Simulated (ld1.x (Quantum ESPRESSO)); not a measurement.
# Reading a pseudo-wave (Sr (Z = 38))

Columns: radius, all-electron u(r) and pseudo u(r) of the 4d shell (level -1.29 eV) of strontium in the configuration [Ar] 3d10 4s2 4p6 4d0 5s2 5p0; PBEsol, scalar-relativistic, RRKJ scheme, ld1.x (Quantum ESPRESSO) 7.5.

```tsv
r (bohr)	all-electron	pseudo
0.143	0.1032	-0.0014
0.285	0.2005	-0.0110
0.428	0.1688	-0.0352
0.570	0.0684	-0.0766
0.713	-0.0507	-0.1345
0.855	-0.1628	-0.2034
0.998	-0.2602	-0.2768
1.140	-0.3389	-0.3462
1.283	-0.4007	-0.4065
1.425	-0.4464	-0.4532
1.568	-0.4793	-0.4866
1.710	-0.5012	-0.5075
1.853	-0.5146	-0.5190
1.995	-0.5212	-0.5236
2.138	-0.5228	-0.5237
2.280	-0.5205	-0.5208
2.423	-0.5155	-0.5155
2.565	-0.5086	-0.5086
2.708	-0.5003	-0.5003
2.850	-0.4912	-0.4912
2.992	-0.4817	-0.4817
3.135	-0.4717	-0.4717
3.278	-0.4615	-0.4615
3.420	-0.4511	-0.4511
3.563	-0.4404	-0.4404
3.705	-0.4296	-0.4296
```

Task: How many radial nodes do the two functions have?

Result: The all-electron 4d function has n − l − 1 = 1; the pseudo-wave has 0, since the states of the same l below it are removed with the core.

Task: At about which radius was the pseudo-wave matched?

Result: 2.60 bohr. The columns agree to 0.0005 from 2.28 bohr on; several derivatives are matched, so the curves merge somewhat inside the radius.

Task: Is the pseudo-wave norm-conserving?

Result: Yes: the RRKJ scheme keeps the norm inside the radius equal to the all-electron one, which fixes the energy derivative of the logarithmic derivative at the level.
